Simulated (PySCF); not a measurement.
**Electric field gradients and quadrupole coupling constants**

Compound: C3H9FO2Si2.
Z-matrix (Å and degrees, GFN2-xTB geometry), rows numbered from 1:
```
F 
C   1  1.3867
C   2  1.5275  1  108.08
Si  3  1.9091  2  102.38  1   -87.21
C   4  1.9235  3   90.71  2   -13.70
O   5  1.3895  4  107.35  3   113.13
Si  6  1.6326  5  126.92  4  -158.19
O   2  1.3758  1  110.13  3  -123.03
H   2  1.0981  1  105.32  3   122.12
H   3  1.0870  2  109.10  1    35.83
H   3  1.0888  2  108.89  1   153.55
H   4  1.4565  3  114.27  2    98.79
H   4  1.4629  3  111.42  2  -128.42
H   5  1.0969  4  117.63  3  -123.58
H   7  1.4590  6  113.03  5    63.89
H   7  1.4562  6   97.36  5  -176.44
H   7  1.4677  6  109.85  5   -58.02
```

Field gradients from the PBE0/pcSseg-1 density (PySCF, non-relativistic), principal values in atomic units, ordered |Vxx| ≤ |Vyy| ≤ |Vzz|:

```json
{"atom": "O6", "Vxx": "-0.5109", "Vyy": "-1.1767", "Vzz": "1.6876"}
{"atom": "O8", "Vxx": "-0.2042", "Vyy": "-1.5890", "Vzz": "1.7932"}
```

Problem. Find the asymmetry η = (Vxx − Vyy)/Vzz and the couplings χ = eQV/h (234.96 MHz × Q in barn × V in au), with Q(17O) = −0.0256 b.

Solution. 
```
atom          environment  nucleus     η  χzz (MHz)  χxx (MHz)  χyy (MHz)
  O6   silyl ether oxygen      17O  0.39     -10.15       3.07       7.08
  O8  cyclic ether oxygen      17O  0.77     -10.79       1.23       9.56
```

Problem. What is Vzz at O6 in SI units (1 au = 9.71736 × 10²¹ V/m²)?

Solution. 1.6876 au = 16.399 × 10²¹ V/m².

Problem. And the gradient at the other heavy atoms, for which no coupling is worked out here?

Solution. 
```json
{"atom": "F1", "environment": "alkyl fluorine", "Vzz (au)": "2.879", "η": "0.07"}
{"atom": "C2", "environment": "sp3 C–F carbon", "Vzz (au)": "-0.449", "η": "0.97"}
{"atom": "C3", "environment": "sp3 carbon bound to silicon", "Vzz (au)": "0.100", "η": "0.62"}
{"atom": "Si4", "environment": "SiH2 silicon", "Vzz (au)": "0.279", "η": "0.35"}
{"atom": "C5", "environment": "sp3 carbon bearing two oxygens", "Vzz (au)": "-0.468", "η": "0.76"}
{"atom": "Si7", "environment": "oxygen-bound silicon", "Vzz (au)": "0.563", "η": "0.18"}
```

Were the hydrogens deuterons (Q(2H) = 0.00286 b), χzz would run from 105 kHz (H17) to 214 kHz (H10).

One conformer (not necessarily the lowest) at the GFN2-xTB geometry, without solvent, vibrations or thermal averaging. GFN2-xTB bond lengths can be off by several hundredths of an ångström, more for odd bonds, and the gradients follow them. The basis is small and wasn't made for field gradients, so the couplings can be 20 % off.

These values come from a run that also computed NMR shieldings. Time: 39 s; peak memory 0.86 GiB. Hardware: an Arm Neoverse V1 with one thread, shared host.
